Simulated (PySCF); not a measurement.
Compound: C₅H₉FP (charge +1).
Atom-mapped SMILES: `[CH3:1][P@@H+:2]1[CH2:3][CH:4]=[C:5]([F:6])[CH2:7]1` (hydrogens: H8, H9, H10 on C1; H11 on P2; H12, H13 on C3; H14 on C4; H15, H16 on C7)

The same species was optimised twice, with GFN2-xTB and with PBE0-D3(BJ)/def2-SVP (PySCF), and the same property calculations (PySCF, gas phase) were run on both structures.

| coordinate | GFN2-xTB | PBE0-D3(BJ)/def2-SVP | change |
| --- | --- | --- | --- |
| C5–F6 (Å) | 1.324 | 1.309 | -0.015 |
| C4=C5 (Å) | 1.324 | 1.337 | +0.013 |
| C5–C7 (Å) | 1.515 | 1.508 | -0.007 |
| C1–P2 (Å) | 1.799 | 1.792 | -0.007 |
| P2–C3 (Å) | 1.827 | 1.825 | -0.002 |
| C3–C4 (Å) | 1.506 | 1.504 | -0.002 |
| P2–C7 (Å) | 1.818 | 1.817 | -0.001 |
| P2–C3–C4 (°) | 102.9 | 101.8 | -1.1 |
| P2–C7–C5 (°) | 101.4 | 100.5 | -0.9 |
| C3–P2–C7 (°) | 97.6 | 97.9 | +0.3 |
| C1–P2–C3 (°) | 112.8 | 112.5 | -0.3 |
| C1–P2–C7 (°) | 112.6 | 112.3 | -0.3 |
| C4–C5–F6 (°) | 124.5 | 124.7 | +0.2 |
| C4–C5–C7 (°) | 119.6 | 119.4 | -0.2 |
| F6–C5–C7 (°) | 116.0 | 115.9 | -0.1 |

Rotational constants: A = 4069, B = 1538, C = 1306 MHz (GFN2-xTB) against A = 3960, B = 1574, C = 1341 MHz (PBE0-D3(BJ)/def2-SVP). Point groups within 0.08 Å: C1 and C1.

On the GFN2-xTB structure: lowest singlet, TDDFT (eV) 6.04 [PBE0/def2-SVPD]; isotropic polarisability (au) 72.3 [PBE0/def2-SVPD]; HOMO (eV) -11.86 [PBE0/def2-SVPD]; LUMO (eV) -4.59 [PBE0/def2-SVPD]; HOMO (eV) -11.84 [PBE0/pcSseg-1]; LUMO (eV) -4.60 [PBE0/pcSseg-1]; GIAO shielding of C1 (ppm) 180.5 [PBE0/pcSseg-1]; GIAO shielding of P2 (ppm) 329.0 [PBE0/pcSseg-1]; GIAO shielding of C3 (ppm) 161.3 [PBE0/pcSseg-1]; GIAO shielding of C4 (ppm) 79.2 [PBE0/pcSseg-1]; GIAO shielding of C5 (ppm) 22.4 [PBE0/pcSseg-1]; GIAO shielding of F6 (ppm) 268.8 [PBE0/pcSseg-1]; GIAO shielding of C7 (ppm) 159.0 [PBE0/pcSseg-1].

What do these properties become on the PBE0-D3(BJ)/def2-SVP structure?

```csv
property,level,on GFN2-xTB,on PBE0-D3(BJ)/def2-SVP,change
"lowest singlet, TDDFT (eV)",PBE0/def2-SVPD,6.04,6.04,0.00
isotropic polarisability (au),PBE0/def2-SVPD,72.3,73.2,+0.9
HOMO (eV),PBE0/def2-SVPD,-11.86,-11.83,+0.03
LUMO (eV),PBE0/def2-SVPD,-4.59,-4.63,-0.04
"energy, GFN2-xTB geometry as zero (kcal/mol)",PBE0/def2-SVPD,0.0,-0.9,-0.9
HOMO (eV),PBE0/pcSseg-1,-11.84,-11.81,+0.03
LUMO (eV),PBE0/pcSseg-1,-4.60,-4.63,-0.03
"energy, GFN2-xTB geometry as zero (kcal/mol)",PBE0/pcSseg-1,0.0,-0.5,-0.5
GIAO shielding of C1 (ppm),PBE0/pcSseg-1,180.5,179.7,-0.8
GIAO shielding of P2 (ppm),PBE0/pcSseg-1,329.0,322.2,-6.8
GIAO shielding of C3 (ppm),PBE0/pcSseg-1,161.3,161.3,0.0
GIAO shielding of C4 (ppm),PBE0/pcSseg-1,79.2,77.7,-1.5
GIAO shielding of C5 (ppm),PBE0/pcSseg-1,22.4,21.2,-1.2
GIAO shielding of F6 (ppm),PBE0/pcSseg-1,268.8,266.7,-2.1
GIAO shielding of C7 (ppm),PBE0/pcSseg-1,159.0,159.1,+0.1
```

The heavy atoms differ by 0.051 Å rms after alignment. Among bonds between heavy atoms C5–F6 changes most (-0.015 Å). Changes are differences of the printed values. Neither structure is proved a minimum here. Isolated species at its PBE0-D3(BJ)/def2-SVP geometry (one conformer only).
